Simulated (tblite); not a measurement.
Species: C5H7FO.
Geometry (GFN2-xTB, Å), atoms numbered from 1 in this order:
```xyz
14
C5H7FO angstrom
C      2.0096    0.2160   -0.0623
C      0.6961    0.1693    0.0480
C     -0.2681    1.3256    0.0900
O     -1.5184    0.7851    0.4736
C     -1.5722   -0.5336   -0.0165
C     -0.1446   -1.0842    0.1203
F      0.1515   -1.9700   -0.8918
H      2.5983   -0.6835   -0.1065
H      2.5368    1.1517   -0.1282
H      0.0059    2.0920    0.8170
H     -0.3410    1.7894   -0.9064
H     -1.8493   -0.5511   -1.0815
H     -2.3170   -1.0776    0.5631
H      0.0116   -1.6294    1.0592
```

Level: GFN2-xTB in tblite, geometry and Hessian alike; calculated harmonic values, unscaled, isolated species. This tight-binding method is rough: wavenumbers can miss measured ones by several per cent, in bad cases by 10 to 20. One conformer, not necessarily the lowest.

Harmonic wavenumbers (cm⁻¹): 61.9, 195.9, 243.8, 334.5, 402.0, 534.0, 554.8, 655.9, 700.0, 835.1, 905.3, 924.1, 964.6, 992.8, 1002.2, 1055.5, 1072.6, 1100.6, 1145.2, 1200.1, 1221.6, 1226.9, 1256.2, 1276.7, 1312.0, 1399.4, 1449.9, 1465.3, 1744.4, 2845.7, 2876.4, 2912.9, 2979.8, 3010.0, 3114.0, 3143.1.

A = 3584, B = 3020, C = 1762 MHz; mass 102.048 u (most abundant isotopes); point group C1, symmetry number 1.

Question: Zero-point energy?

Answer: Half the sum of the wavenumbers: 24058 cm⁻¹ = 287.79 kJ/mol.

Question: Entropy at 298.15 K, 1 bar (ideal gas, RRHO, classical rotation)?

Answer: Translation 166.54, rotation 113.91, vibration 56.79: S = 337.2 J/(mol K).

Question: And Cp and H(298.15 K) − H(0)?

Answer: Cp = 108.41 J/(mol K), of which vibrations give 75.16 (their classical limit is 36 R = 299.3); H(298.15 K) − H(0) = 19.59 kJ/mol without the zero-point energy, 9.68 from vibrations.

Question: What must be added to the electronic energy to get the Gibbs energy at 298.15 K and 1 bar?

Answer: ZPE + [H(298.15 K) − H(0)] − T·S = 287.79 + 19.59 − 100.55 = 206.83 kJ/mol.

Question: How do the functions run with temperature in this model?

Answer: 
```csv
T (K),S (J/(mol K)),Cp (J/(mol K)),H − H(0) (kJ/mol),G − H(0) (kJ/mol),ln q(vib)
100,257.5,51.7,4.13,-21.61,0.63
200,300.8,77.1,10.53,-49.63,1.71
300,337.9,109.0,19.79,-81.58,2.95
500,408.6,170.2,48.01,-156.31,5.80
800,502.5,227.8,108.57,-293.40,10.43
1000,556.0,251.8,156.67,-399.35,13.46
```

q(vib) and H(0) count from the zero-point level.

Question: Blend soft modes into free rotors: weight 1/[1 + (100 cm⁻¹/ν̃)⁴] for the oscillator and the rest for a rotor with moment μB/(μ + B), μ = h/(8π²ν), B = 10⁻⁴⁴ kg m². What vibrational entropy results?

Answer: 52.96 J/(mol K) in place of 56.79, which changes −T·S at 298.15 K by +1.14 kJ/mol.

Question: Which modes carry the vibrational entropy at 298.15 K?

Answer: 61.9 cm⁻¹: 18.39; 195.9 cm⁻¹: 9.08; 243.8 cm⁻¹: 7.43; 334.5 cm⁻¹: 5.18; 402.0 cm⁻¹: 4.00; 534.0 cm⁻¹: 2.42 J/(mol K); the other 30 give 10.28 together.

Hindered rotation and anharmonicity are outside this model. Other conformers, if any are populated, would add a mixing term that is left out. The structure is chiral; the term R ln 2 for an equal mix with its mirror image is left out.
